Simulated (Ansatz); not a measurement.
Reaction (ligand exchange at the Sn–S bond): `C[S][Sn][NH2]` + HCl → `[NH2][Sn][Cl]` + CH₃SH

Computed with Ansatz on PBE0-D4/def2-TZVP structures; ΔE is electronic, products minus reactants. CCSD(T)/CBS is the MP2 limit (def2-TZVPP, def2-QZVPP) plus CCSD(T) − MP2 in def2-TZVPP, frozen cores. This one scheme is used for every species. DFT in def2-TZVPP. B3LYP here is the variant with VWN-RPA as its local correlation; programs differ in this. HSE06 is defined as in plane-wave codes. Elements past krypton have def2 core potentials. For Sn outer-core shells are correlated without core-valence functions, which leaves a few kJ/mol of doubt a bond. Each species was taken in one conformer, which may not be the lowest.

```json
{"level": "LDA (SPW92)", "ΔE (kcal/mol)": "-9.1", "difference from CCSD(T)/CBS": "1.8"}
{"level": "PBE-D4", "ΔE (kcal/mol)": "-10.1", "difference from CCSD(T)/CBS": "0.8"}
{"level": "revPBE-D4", "ΔE (kcal/mol)": "-9.8", "difference from CCSD(T)/CBS": "1.1"}
{"level": "BLYP-D4", "ΔE (kcal/mol)": "-10.7", "difference from CCSD(T)/CBS": "0.2"}
{"level": "r2SCAN-D4", "ΔE (kcal/mol)": "-11.4", "difference from CCSD(T)/CBS": "-0.5"}
{"level": "B97M-V", "ΔE (kcal/mol)": "-12.7", "difference from CCSD(T)/CBS": "-1.8"}
{"level": "PBE0-D4", "ΔE (kcal/mol)": "-10.9", "difference from CCSD(T)/CBS": "0.0"}
{"level": "B3LYP-D4", "ΔE (kcal/mol)": "-11.5", "difference from CCSD(T)/CBS": "-0.6"}
{"level": "r2SCANh-D4", "ΔE (kcal/mol)": "-11.6", "difference from CCSD(T)/CBS": "-0.7"}
{"level": "r2SCAN0-D4", "ΔE (kcal/mol)": "-11.8", "difference from CCSD(T)/CBS": "-0.9"}
{"level": "HSE06-D4", "ΔE (kcal/mol)": "-10.9", "difference from CCSD(T)/CBS": "0.0"}
{"level": "BHLYP-D4", "ΔE (kcal/mol)": "-12.4", "difference from CCSD(T)/CBS": "-1.5"}
{"level": "ωB97M-V", "ΔE (kcal/mol)": "-12.3", "difference from CCSD(T)/CBS": "-1.4"}
{"level": "B2PLYP", "ΔE (kcal/mol)": "-12.4", "difference from CCSD(T)/CBS": "-1.5"}
{"level": "PBE-QIDH", "ΔE (kcal/mol)": "-11.4", "difference from CCSD(T)/CBS": "-0.5"}
{"level": "PBE", "ΔE (kcal/mol)": "-11.5", "difference from CCSD(T)/CBS": "-0.6"}
{"level": "revPBE", "ΔE (kcal/mol)": "-12.5", "difference from CCSD(T)/CBS": "-1.6"}
{"level": "BLYP", "ΔE (kcal/mol)": "-13.4", "difference from CCSD(T)/CBS": "-2.5"}
{"level": "r2SCAN", "ΔE (kcal/mol)": "-11.8", "difference from CCSD(T)/CBS": "-0.9"}
{"level": "PBE0", "ΔE (kcal/mol)": "-12.1", "difference from CCSD(T)/CBS": "-1.2"}
{"level": "B3LYP", "ΔE (kcal/mol)": "-13.6", "difference from CCSD(T)/CBS": "-2.7"}
{"level": "r2SCANh", "ΔE (kcal/mol)": "-12.0", "difference from CCSD(T)/CBS": "-1.1"}
{"level": "HSE06", "ΔE (kcal/mol)": "-12.1", "difference from CCSD(T)/CBS": "-1.2"}
{"level": "BHLYP", "ΔE (kcal/mol)": "-14.4", "difference from CCSD(T)/CBS": "-3.5"}
{"level": "CAM-B3LYP", "ΔE (kcal/mol)": "-13.8", "difference from CCSD(T)/CBS": "-2.9"}
{"level": "LC-ωPBE", "ΔE (kcal/mol)": "-13.1", "difference from CCSD(T)/CBS": "-2.2"}
{"level": "RPA@PBE/def2-TZVPP", "ΔE (kcal/mol)": "-10.6", "difference from CCSD(T)/CBS": "0.3"}
{"level": "HF/def2-SVP", "ΔE (kcal/mol)": "-16.1", "difference from CCSD(T)/CBS": "-5.2"}
{"level": "MP2/def2-SVP", "ΔE (kcal/mol)": "-10.5", "difference from CCSD(T)/CBS": "0.4"}
{"level": "CCSD/def2-SVP", "ΔE (kcal/mol)": "-11.6", "difference from CCSD(T)/CBS": "-0.7"}
{"level": "CCSD(T)/def2-SVP", "ΔE (kcal/mol)": "-10.8", "difference from CCSD(T)/CBS": "0.1"}
{"level": "HF/def2-TZVPP", "ΔE (kcal/mol)": "-16.5", "difference from CCSD(T)/CBS": "-5.6"}
{"level": "MP2/def2-TZVPP", "ΔE (kcal/mol)": "-10.1", "difference from CCSD(T)/CBS": "0.8"}
{"level": "SCS-MP2/def2-TZVPP", "ΔE (kcal/mol)": "-11.4", "difference from CCSD(T)/CBS": "-0.5"}
{"level": "CCSD/def2-TZVPP", "ΔE (kcal/mol)": "-11.5", "difference from CCSD(T)/CBS": "-0.6"}
{"level": "CCSD(T)/def2-TZVPP", "ΔE (kcal/mol)": "-10.4", "difference from CCSD(T)/CBS": "0.5"}
{"level": "HF/def2-QZVPP", "ΔE (kcal/mol)": "-16.8", "difference from CCSD(T)/CBS": "-5.9"}
{"level": "SCS-MP2/def2-QZVPP", "ΔE (kcal/mol)": "-11.7", "difference from CCSD(T)/CBS": "-0.8"}
{"level": "MP2/CBS(def2)", "ΔE (kcal/mol)": "-10.5", "difference from CCSD(T)/CBS": "0.4"}
{"level": "CCSD/CBS(def2)", "ΔE (kcal/mol)": "-12.0", "difference from CCSD(T)/CBS": "-1.1"}
{"level": "CCSD(T)/CBS", "ΔE (kcal/mol)": "-10.9", "difference from CCSD(T)/CBS": "0"}
```

Largest T1 diagnostic among the species: 0.016.

Leaving LDA and LC-ωPBE aside and taking each functional with its dispersion term where it has one, the values, not all of them listed here, spread over 3.0 kcal/mol, from ωB97X-V to revPBE-D4. LDA lies +2.3 kcal/mol from PBE without D4. The D4 term adds +2.1 kcal/mol with B3LYP and +1.2 kcal/mol with PBE0; it sums over pairs of atoms, weighted by their polarisabilities, and B3LYP, whose exchange is more repulsive, gets the larger term.
